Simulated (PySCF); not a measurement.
# From computed data to an observable: dipole moment from atomic charges

Ge(H)2(PH2)2 (GeH6P2), SMILES [PH2][GeH2][PH2]. Atoms are numbered in the order given.

```xyz
9

Ge     0.0000     0.0000     0.6345
P      2.0109     0.0005    -0.5836
P     -2.0109    -0.0005    -0.5836
H      0.0008    -1.2583     1.5471
H     -0.0008     1.2583     1.5471
H      1.5553     1.0372    -1.4763
H      1.5590    -1.0441    -1.4689
H     -1.5553    -1.0372    -1.4763
H     -1.5590     1.0441    -1.4689
```

Geometry: PBE-D3(BJ)/def2-SVP. This is a generated structure with no PubChem entry under its InChIKey; it may be hypothetical. Other conformers were not sampled.

Charges (e) from PBE/def2-TZVPD (PySCF):

```tsv
atom	IAO	ESP fit
Ge1	0.253	0.237
P2	-0.077	-0.216
P3	-0.077	-0.216
H4	-0.058	-0.036
H5	-0.058	-0.036
H6	0.004	0.067
H7	0.004	0.067
H8	0.004	0.067
H9	0.004	0.067
```

The dipole moment of the full density is 0.58 D.

Question: What dipole moment does each set of point charges give, and which comes closer to that of the density?

Answer: 
μ = Σ q r, and 1 e Å = 4.8032 D.
IAO: Σ q r = (0.000, 0.000, 0.047) e Å, |μ| = 0.23 D.
ESP fit: Σ q r = (0.000, 0.000, -0.104) e Å, |μ| = 0.50 D.
ESP fit comes closer in size. Point charges leave out the atoms' own dipoles (lone pairs, polarised bonds); fits to the potential absorb them, partitions of the density don't.
